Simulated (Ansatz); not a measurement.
Coupled-cluster diagnostics for the cluster FeCl2 (the lowest singlet isomer of a short search), Ansatz.

Geometry of the singlet (r2SCAN-D4/def2-TZVP):

Cartesian coordinates in Å:
```
Fe -0.0006 0.0008 -0.0009
Cl 1.6369 1.2473 0.0408
Cl -1.6363 -1.2482 -0.0399
```

Correlated methods freeze 15 core orbitals; core or outer-core shells of Fe are correlated, in sets that lack core-valence functions. The structure comes from a short search, and lower isomers may exist.

Geometry of the charge 0 quintet (r2SCAN-D4/def2-TZVP):

```xyz
3

Fe    0.0007    0.0008    0.0000
Cl   -0.2351    0.1721    2.1009
Cl    0.2344   -0.1728   -2.1009
```

Task: Estimate the CCSD(T) correlation energy, the shares of MP2 and (T), T1 and the reference's ⟨S²⟩ for: charge 0, singlet, own geometry in def2-TZVPP; charge 0, singlet, own geometry in def2-TZVPD; charge 0, quintet, own geometry in def2-TZVPP; charge -1, doublet, vertical in def2-TZVPD; and the rough time on 4 threads of Intel Xeon on a shared host.

Result: 
```tsv
state	basis	correlation (eV)	MP2 share (%)	(T) share (%)	T1	⟨S²⟩ (pure)	wall time	remarks
charge 0, singlet, own geometry	def2-TZVPP	-27.881	91.8	4.4	0.057	0.00 (0.00)	2.8 min	large T1, restricted SCF unstable
charge 0, singlet, own geometry	def2-TZVPD	-24.676	91.3	4.4	0.052	0.00 (0.00)	2.6 min	large T1, restricted SCF unstable
charge 0, quintet, own geometry	def2-TZVPP	-26.029	94.0	3.3	0.022	6.02 (6.00)	30 s	–
charge -1, doublet, vertical	def2-TZVPD	-26.024	90.3	5.0	0.058	2.28 (0.75)	2.3 min	flagged by the program, large T1, spin-contaminated
```
Customary marks for T1 are 0.02 (closed shells), 0.045 (open shells) and about 0.05 (3d metals). T1 exceeds 0.02 in 4 of 4 rows and 0.045 in 3; the higher it lies, the less the single-reference result can be trusted.
